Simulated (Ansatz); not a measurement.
Harmonic frequencies (cm⁻¹) at PBE0-D4/def2-TZVP from Ansatz: 30, 97, 118, 174, 312, 387, 492, 519, 592, 613, 660, 682, 797, 920, 1937, 1956, 2380, 2707.

Each molecule was computed in one conformer, which needn't be the lowest.

(1) Which molecule is it?
A. `FC(F)=N[SiH3]`
B. `[CH2]1[AlH][SnH2]1`
C. `F[C@@H]1[AlH][Si@@H]1F`
D. `[F][SnH2][PH]S`

Answers

(1) D.
